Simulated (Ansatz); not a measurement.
The same silylene loss along the group Mg, Zn, Cd.

Calculated with Ansatz (gas phase, PBE0-D4/def2-TZVP geometries, no zero-point term in ΔE). CCSD(T)/CBS adds triple-zeta CCSD(T) − MP2 to the extrapolated MP2 energy (def2 sets, frozen cores). This one scheme is used for every species. Functionals use def2-TZVPP. def2 core potentials past Kr. For Cd, Mg, Zn outer-core shells are correlated without core-valence functions, which leaves a few kJ/mol of doubt a bond. Scalar relativity is left out up to krypton. One conformer a species, not always the lowest.

| reaction | ωB97M-V (kJ/mol) | PBE0-D4 (kJ/mol) | r2SCAN-D4 (kJ/mol) | PBE-D4 (kJ/mol) | CCSD(T)/CBS(def2) (kJ/mol) |
| --- | --- | --- | --- | --- | --- |
| `[SiH3][O][Mg][O][SiH3]` → `[OH][Mg][O][SiH3]` + `[SiH2]` | 349 | 359 | 374 | 345 | 360 |
| `[SiH3][O][Zn][O][SiH3]` → `[OH][Zn][O][SiH3]` + `[SiH2]` | 336 | 344 | 358 | 327 | 342 |
| `[SiH3][O][Cd][O][SiH3]` → `[OH][Cd][O][SiH3]` + `[SiH2]` | 336 | 344 | 357 | 327 | 340 |

Largest T1 diagnostic: 0.016, for `[OH][Zn][O][SiH3]`.
